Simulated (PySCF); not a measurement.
Species: (F3Si)2S.
Bonds: Si1–F2, Si1–F3, Si1–F4, Si1–S5, S5–Si6, Si6–F7, Si6–F8, Si6–F9.

Method: PBE0-D3(BJ)/def2-SVP geometry optimisation, gas phase in PySCF 2.14.0.

Question: Give the optimised bond lengths and angles.

Answer: 
```csv
bond,length (bohr)
Si1–F2 and 5 like bonds,3.013
"Si1–S5, S5–Si6",3.987
```

Bonds in one row agree within 0.02 bohr and their mean is given. A selection of angles:
```csv
angle,degrees
F2–Si1–F3,109.4
F2–Si1–F4,107.9
F2–Si1–S5,111.0
F3–Si1–S5,107.9
F4–Si1–S5,112.5
Si1–S5–Si6,97.9
```

Dihedral angles: F2–Si1–S5–Si6 35° (synclinal); Si1–S5–Si6–F7 -85° (synclinal).

Si1 (silicon bonded to 3 F and S) is tetrahedral (angles from 107.9° to 112.5°). Of the pairs four or more bonds apart, F2···F8 is among the closest relative to their van der Waals radii: 3.01 Å, 102 % of the sum of Bondi's values.

Point group: C2 (tolerance 0.08 Å). Whether it is a minimum is left open (no frequencies).

Hardware: an Arm Neoverse V2 with one thread, shared host with 32 logical CPUs at a one-minute load of 8.5. Cost: 1.8 min, 0.53 GiB resident at most. This is the geometry optimisation.
